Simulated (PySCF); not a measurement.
C₄H₂BrF, SMILES C#C/C=C(\F)Br.

Coordinates come from a PBE-D3(BJ)/def2-SVP optimisation. The structure was generated by enumeration; whether it is a known compound was not checked.

These are HF/def2-TZVP (PySCF) values and carry that method's errors.

Isolated molecule, no solvent.

Computed frontier levels, gap, dipole moment and polarisability:
```
Property                                                                                                         Value
---------------------------------------------------------------------------------------------  -----------------------
highest occupied level                                                                                        -9.35 eV
lowest empty level                                                                                             2.33 eV
orbital gap                                                                                                   11.68 eV
dipole moment                                                                                                   1.12 D
quadrupole, principal values (traceless, Buckingham form, about the centre of nuclear charge)   -5.74, -3.91, 9.65 D·Å
mean static polarisability                                                                       69.3 bohr³ (10.27 Å³)
polarisability, principal values                                                               39.5, 49.7, 118.8 bohr³
```
